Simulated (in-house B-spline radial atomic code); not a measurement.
# RPA and G0W0 on LDA exchange-only: Al³⁺

Configuration [He] 2s2 2p6, mean-field start LDA exchange-only. Computed with an all-electron radial atomic-structure program (B-spline basis): all electrons, scalar-relativistic (spin-free one-electron X2C), finite nucleus, each spin shell either full or empty, empty states to l = 9 with an (l + 1/2)⁻⁴ tail; G0W0 by contour deformation at full frequency.

Command:
```bash
python run_gw.py task.json out
```
Settings (radii: box in bohr, nucleus in fm):
```
Z                        13
electrons                10
configuration            [He] 2s2 2p6
hamiltonian              x2c
method                   lda,
lmax                     9
rms_radius               3.061
spin_polarised           False
box_radius               14.14
intervals                70
```

Run time, properties included: 1.5 s on 1 thread of Arm Neoverse N1, with other jobs on the host.

Energies (hartree):

```json
{"term": "mean-field total", "value": "-238.92550"}
{"term": "Hartree-Fock functional on these orbitals", "value": "-240.42082"}
{"term": "direct second order", "value": "-0.69137"}
{"term": "second-order exchange", "value": "0.24431"}
{"term": "SOSEX correction", "value": "0.22453"}
```

Task: What is the RPA correlation energy, and what remains with SOSEX?

Result: RPA gives -0.61295 hartree (-1.67 eV per electron); RPA + SOSEX gives -0.38842, and the second-order doubles -0.44706 hartree (no singles). RPA lacks exchange-type terms and so overcorrelates at short range.

Quasi-particle levels (eV):

| level | occupied | mean field | Σx - vxc | Σc | QP weight | G0W0 |
| --- | --- | --- | --- | --- | --- | --- |
| 2p | yes | -102.14 | -20.41 | ? | ? | ? |
| 2s | yes | -139.91 | -28.56 | 6.30 | 0.895 | -162.17 |
| 3s | no | -31.33 | 3.47 | -0.53 | 0.996 | -28.385 |

G0W0 = mean field + (Σx - vxc) + Σc, with Σc (partial-wave tail included) taken at the quasi-particle energy. Levels of low weight are left out.

Task: Where does G0W0 put 2p?

Result: At -120.03 eV, with Σc = 2.53 eV and a quasi-particle weight of 0.951. The tabulated removal energy is 119.992 ± 0.0019 eV (NIST, measured); the calculation leaves out spin-orbit coupling, Breit and QED terms, and what these don't explain is the method's own error.
